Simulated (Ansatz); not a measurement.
Cartesian coordinates in Å:
```
C 1.227 -1.997 0.268
O 1.292 -0.691 -0.251
Sn -0.075 0.636 0.174
C -1.965 0.251 -0.701
N 0.813 2.329 -0.424
Cl -0.355 0.527 2.507
H 0.371 -2.561 -0.127
H 1.167 -2.009 1.364
H 2.139 -2.524 -0.027
H -2.656 1.049 -0.432
H -1.853 0.207 -1.784
H -2.344 -0.697 -0.324
H 0.430 3.167 -0.006
H 1.808 2.313 -0.235
```

Total charge 0; spin multiplicity 1. Sn takes the def2 core potential.

(1) List the PBE/def2-TZVPP orbital energies in eV (Ansatz). (An estimate is asked.)

Answers

(1) The calculation gave: Occupied: -2738.31, -509.98, -380.37, -269.88, -269.47, -248.87, -189.56, -189.41, -189.40, -133.61, -89.62, -89.54, -89.47, -26.55, -26.19, -26.07, -25.98, -25.96, -24.11, -20.82, -19.46, -17.58, -16.30, -12.61, -11.88, -10.79, -10.65, -10.51, -10.36, -10.12, -9.06, -8.29, -7.46, -7.28, -6.78, -6.39, -6.13. Lowest empty: -1.70, -0.28, 0.05, 0.25, 0.93, 1.43, 1.81, 2.02.
